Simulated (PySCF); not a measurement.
Atoms are numbered as in `[CH3:1][n+:2]1[cH:3][cH:4][cH:5][c:6]([Cl:7])[cH:8]1`. Hydrogens are named by the atom that carries them.

Geometry: PBE0-D3(BJ)/def2-SVP; GIAO shifts from PySCF, gas phase, non-relativistic, averaged over equivalent atoms.

At KT2/pcSseg-1 (178 basis functions, 34 s wall time on 1 thread of an Arm Neoverse V1, shared host):
```
atoms  δ (ppm)
   C6    143.7
   C5    142.1
   C8    139.1
   C3    135.1
   C4    125.7
   C1     50.7
   N2    222.7
  Cl7    306.6
H(C5)     8.32
H(C8)     8.03
H(C3)     7.97
H(C4)     7.89
H(C1)     4.37
```

Shifts are taken against calculated references (same method and geometry level): 13C (σref 183.22) and 1H (σref 31.18) vs TMS; 15N (σref 264.30) vs NH3; 35Cl (σref 942.74) vs HCl.

**Question.** Predict the values at PBE0/pcSseg-1 on the same geometry.

**Answer.** 
| atoms | δ at PBE0/pcSseg-1 | change |
| --- | --- | --- |
| C6 | 152.7 | +9.0 |
| C5 | 155.6 | +13.5 |
| C8 | 150.3 | +11.2 |
| C3 | 146.6 | +11.5 |
| C4 | 136.0 | +10.3 |
| C1 | 50.2 | -0.5 |
| N2 | 233.5 | +10.8 |
| Cl7 | 285.4 | -21.2 |
| H(C5) | 8.75 | +0.43 |
| H(C8) | 8.36 | +0.33 |
| H(C3) | 8.31 | +0.34 |
| H(C4) | 8.25 | +0.36 |
| H(C1) | 4.42 | +0.05 |

Shifts are taken against calculated references (same method and geometry level): 13C (σref 184.41), 1H (σref 31.27) vs TMS; 15N (σref 265.67) vs NH3; 35Cl (σref 943.27) against HCl.

The largest change is at Cl7 (chlorine bonded to C). Cost: 178 basis functions, 25 s wall time on 1 thread of an Arm Neoverse V1, shared host. The order of the carbon signals changes between the two levels.

Carbons that carry Cl, above all several Cl atoms, come out too deshielded, partly because spin–orbit coupling is missing. Experimental scales use liquid or dissolved standards, which lie at an offset from isolated NH3 (liquid NH3: subtract about 20 ppm). Unscaled 15N shifts of sp2 nitrogen come out 20 to 40 ppm too high even then.
